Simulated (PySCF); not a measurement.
**Working out the excitation energy of Se**

Se [Ar] 3d10 4s2 4p4 (3P) → Se [Ar] 3d10 4s1 4p4 5s1 (5P). Computed with PySCF 2.14 in aug-cc-pVTZ-PP with ECP10MDF (6s5p4d2f, 55 functions), with a scalar-relativistic core potential. Frozen: 3s2 3p6 3d10. Energies in hartree (1 hartree = 27.21139 eV):

```
             part   Se (lower)   Se (upper)
              UHF  -371.862673  -371.270472
MP2 opposite-spin    -0.078570    -0.065298
    MP2 same-spin    -0.023236    -0.027730
```

Task: What does Hartree-Fock give?

Result: (-371.270472) − (-371.862673) = 0.592201 hartree = 16.115 eV.

Task: What do MP2 and SCS-MP2 (6/5 opposite-spin, 1/3 same-spin) give?

Result: The opposite-spin parts differ by 0.361 eV and the same-spin parts by -0.122 eV. MP2: 16.115 + (0.361) + (-0.122) = 16.354 eV. SCS-MP2: 16.115 + 1.2 × (0.361) + (-0.122)/3 = 16.508 eV.

The upper state lies above the first ionisation limit, where it may autoionise and the basis confines it. A Rydberg-like electron needs more diffuse functions than a valence basis has.
